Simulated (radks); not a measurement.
Task: Method: scalar-relativistic Kohn-Sham, LDA (Slater exchange, VWN5 correlation), spin-unpolarised, spherical densities, finite nucleus; Fermi nuclear charge, rms radius of each element as measured or else 0.836 A^(1/3) + 0.57 fm; computed with a radial shooting solver on a logarithmic mesh with Libxc functionals. Response by self-consistent Sternheimer equations with the Hartree and adiabatic LDA kernel, the relativistic mass of each level held fixed and spin-orbit coupling left out. For heavy and open-shell atoms this level of theory can miss by tens of per cent. Rank V, Lu3+, Ti, Cs+, Sr3+, Te+, Be, Pd3+ (NIST ground configurations) by static dipole polarisability, largest first.

Result: Ti 93.52, V 79.31, Be 43.77, Te+ 22.92, Cs+ 16.21, Pd3+ 4.535, Lu3+ 4.514, Sr3+ 4.505 bohr^3.
